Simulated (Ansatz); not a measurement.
Geometry optimisation, RKS B3LYP/STO-3G in Ansatz 0.2.0.

Input file:

```yaml
crystal:
  periodic: [false, false, false]
  atoms:
    - { symbol: O, position_ang: [-1.6859, 1.2431, 0.3425] }
    - { symbol: Si, position_ang: [-0.4573, 0.2672, 0.166] }
    - { symbol: Si, position_ang: [-0.012, -1.2446, 1.7465] }
    - { symbol: C, position_ang: [0.1128, -0.0806, -1.5711] }
    - { symbol: C, position_ang: [0.9193, 0.8968, -0.8996] }
    - { symbol: H, position_ang: [-1.8873, 1.9354, -0.3918] }
    - { symbol: H, position_ang: [1.2454, -2.0474, 1.3953] }
    - { symbol: H, position_ang: [-1.0653, -2.183, 1.9567] }
    - { symbol: H, position_ang: [0.3157, -0.5796, 3.1099] }
    - { symbol: H, position_ang: [-0.6326, 0.2637, -2.3148] }
    - { symbol: H, position_ang: [0.4298, -1.0791, -1.7391] }
    - { symbol: H, position_ang: [0.8677, 1.9506, -1.1641] }
    - { symbol: H, position_ang: [1.8702, 0.6228, -0.6218] }
basis:
  gaussian: { orbitals: STO-3G }
hamiltonian:
  xc: b3lyp
relax:
  f_tol: 0.02
  max_steps: 40
```

Run as:

```bash
$ ansatz run input.yaml --threads 1 --pin off --max-ram 2048MiB --backend cpu --events-out ev --progress --plain --runs-dir out
```

Problem. Where does it end, and by what steps?

Solution. It converged. Limits of this set-up: minimal basis. After 6 steps the energy has fallen by 1.390 eV; O1 moved furthest, 0.21 Å.

| step | energy less start (eV) | largest force component (eV/Å) | accepted |
| --- | --- | --- | --- |
| 0 | 0.0000 | 5.132 | yes |
| 1 | -1.1302 | 2.264 | yes |
| 2 | -1.2467 | 2.229 | yes |
| 3 | -1.3623 | 0.791 | yes |
| 4 | -1.3886 | 0.062 | yes |
| 5 | -1.3896 | 0.025 | yes |
| 6 | -1.3901 | 0.012 | yes |

```xyz
13
Properties=species:S:1:pos:R:3
O -1.779 1.214 0.524
Si -0.404 0.241 0.168
Si 0.001 -1.244 1.815
C 0.021 -0.110 -1.595
C 0.952 0.941 -0.873
H -1.856 1.833 -0.288
H 1.176 -2.019 1.493
H -1.111 -2.152 1.980
H 0.228 -0.574 3.074
H -0.590 0.292 -2.411
H 0.500 -1.051 -1.881
H 0.891 1.963 -1.264
H 1.991 0.631 -0.725
```

Time of the run: 24 s on 1 thread of Arm Neoverse V1, on a shared host, peak memory 0.13 GiB.
